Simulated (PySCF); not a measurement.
Isomers of [C7H14N3]+.

All values: PBE0/pcSseg-1 (PySCF) at GFN2-xTB geometries, gas phase, one conformer each.

(1) Rank by HOMO energy, lowest first.
A. `[CH3:1][CH2:2][c:3]1[c:4]([CH3:5])[n:6]([CH3:7])[n:8][n+:9]1[CH3:10]` (charge +1) with C1–C2–C3–C4 -87°
B. `[CH3:1][c:2]1[cH:3][n:4]([CH3:5])[n:6][n+:7]1[CH:8]([CH3:9])[CH3:10]` (charge +1) with N6–N7–C8–C9 -61°
C. `[CH3:1][c:2]1[c:3]([NH3+:4])[cH:5][n:6][n:7]1[CH:8]([CH3:9])[CH3:10]` (charge +1) with N6–N7–C8–C9 -61°
D. `C[n+]1ccn(C(C)(C)C)n1`

(2) Rank by the highest Hirshfeld charge on any atom, lowest value first.
A. `C[n+]1ccn(C(C)(C)C)n1`
B. `[CH3:1][c:2]1[c:3]([NH3+:4])[cH:5][n:6][n:7]1[CH:8]([CH3:9])[CH3:10]` (charge +1) with N6–N7–C8–C9 -61°
C. `[CH3:1][CH2:2][c:3]1[c:4]([CH3:5])[n:6]([CH3:7])[n:8][n+:9]1[CH3:10]` (charge +1) with C1–C2–C3–C4 -87°

Results:

(1) D (-12.95 eV), B (-12.47 eV), A (-12.01 eV), C (-11.22 eV).

(2) C (+0.090 e), A (+0.108 e), B (+0.219 e).

All values together:

```json
{"SMILES": "C[n+]1ccn(C(C)(C)C)n1", "HOMO (eV)": "-12.95", "LUMO (eV)": "-5.61", "lowest IAO charge (e)": "-0.434 (C)", "highest IAO charge (e)": "+0.217 (H)", "lowest Hirshfeld charge (e)": "-0.114 (C)", "highest Hirshfeld charge (e)": "+0.108 (H)"}
{"SMILES": "CCC[n+]1ccn(CC)n1", "HOMO (eV)": "-12.98", "LUMO (eV)": "-5.67", "lowest IAO charge (e)": "-0.429 (C)", "highest IAO charge (e)": "+0.218 (H)", "lowest Hirshfeld charge (e)": "-0.114 (C)", "highest Hirshfeld charge (e)": "+0.108 (H)"}
{"SMILES": "CCc1c(C)n(C)n[n+]1C", "HOMO (eV)": "-12.01", "LUMO (eV)": "-5.32", "lowest IAO charge (e)": "-0.444 (C)", "highest IAO charge (e)": "+0.207 (H)", "lowest Hirshfeld charge (e)": "-0.104 (C)", "highest Hirshfeld charge (e)": "+0.090 (N)"}
{"SMILES": "Cc1c([NH3+])cnn1C(C)C", "HOMO (eV)": "-11.22", "LUMO (eV)": "-4.66", "lowest IAO charge (e)": "-0.445 (C)", "highest IAO charge (e)": "+0.346 (H)", "lowest Hirshfeld charge (e)": "-0.116 (C)", "highest Hirshfeld charge (e)": "+0.219 (H)"}
{"SMILES": "Cc1cn(C)n[n+]1C(C)C", "HOMO (eV)": "-12.47", "LUMO (eV)": "-5.54", "lowest IAO charge (e)": "-0.446 (C)", "highest IAO charge (e)": "+0.210 (H)", "lowest Hirshfeld charge (e)": "-0.111 (C)", "highest Hirshfeld charge (e)": "+0.101 (H)"}
```

Conformers: `[CH3:1][CH2:2][CH2:3][n+:4]1[cH:5][cH:6][n:7]([CH2:8][CH3:9])[n:10]1` (charge +1) with C1–C2–C3–N4 -65°, C2–C3–N4–C5 87°, C6–N7–C8–C9 -79°; `[CH3:1][CH2:2][c:3]1[c:4]([CH3:5])[n:6]([CH3:7])[n:8][n+:9]1[CH3:10]` (charge +1) with C1–C2–C3–C4 -87°; `[CH3:1][c:2]1[c:3]([NH3+:4])[cH:5][n:6][n:7]1[CH:8]([CH3:9])[CH3:10]` (charge +1) with N6–N7–C8–C9 -61°; `[CH3:1][c:2]1[cH:3][n:4]([CH3:5])[n:6][n+:7]1[CH:8]([CH3:9])[CH3:10]` (charge +1) with N6–N7–C8–C9 -61°.
